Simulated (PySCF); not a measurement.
2-methyl-1,3-dioxole (C4H6O2), SMILES C1=COC(C)O1.

Geometry optimised at PBE0-D3(BJ)/def2-SVP. Other conformers were not sampled.

Calculation: SMD-B3LYP/6-31G* in PySCF.

Solvation free energies are E(SMD) − E(gas) at the gas-phase geometry, for 1 M in both phases. In vacuum the dipole moment is 0.69 D.

Task: Rank water, chloroform, 2-propanol by solvation free energy, most negative first.

Result: 2-propanol (-3.5 kcal/mol), chloroform (-3.2 kcal/mol), water (-2.0 kcal/mol)
